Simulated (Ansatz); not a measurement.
`BCC=N` + `F[CH2][AlH][GeH3]` → `B[CH2][AlH][GeH3]` + `N=CCF`  (formal exchange of groups at a B–C bond)

Gas-phase electronic energies from Ansatz, PBE0-D4/def2-TZVP geometries. CBS: MP2 limit from def2 TZ/QZ plus the TZ coupled-cluster correction, frozen cores. DFT in def2-TZVPP. B3LYP here is the variant with VWN-RPA as its local correlation; programs differ in this. For Ge outer-core shells are correlated without core-valence functions, which leaves a few kJ/mol of doubt a bond. Scalar relativity is left out up to krypton. Each species was taken in one conformer, which may not be the lowest.

(1) Is it downhill or uphill in electronic energy at CCSD(T)/CBS, and by how much? (Estimate.)

(2) What do these levels give: PBE0-D4, ωB97M-V, B2PLYP, r2SCAN, PBE0, B3LYP, HF/def2-TZVPP, MP2/def2-TZVPP, HF/def2-QZVPP, MP2/def2-QZVPP, SCS-MP2/def2-QZVPP, CCSD/CBS(def2)? (Best estimate.)

Largest T1 diagnostic among the species: 0.012.

Results:

(1) Computed: Downhill: ΔE = -0.72 eV.

(2) The calculation gave: PBE0-D4 -0.73, ωB97M-V -0.71, B2PLYP -0.69, r2SCAN -0.75, PBE0 -0.72, B3LYP -0.64, HF/def2-TZVPP -0.60, MP2/def2-TZVPP -0.77, HF/def2-QZVPP -0.59, MP2/def2-QZVPP -0.75, SCS-MP2/def2-QZVPP -0.70, CCSD/CBS(def2) -0.69 eV.

In def2-TZVPP, CCSD(T) changes the Hartree–Fock value by −0.15 eV (the triples alone add −0.03 eV) and MP2 by −0.17 eV.
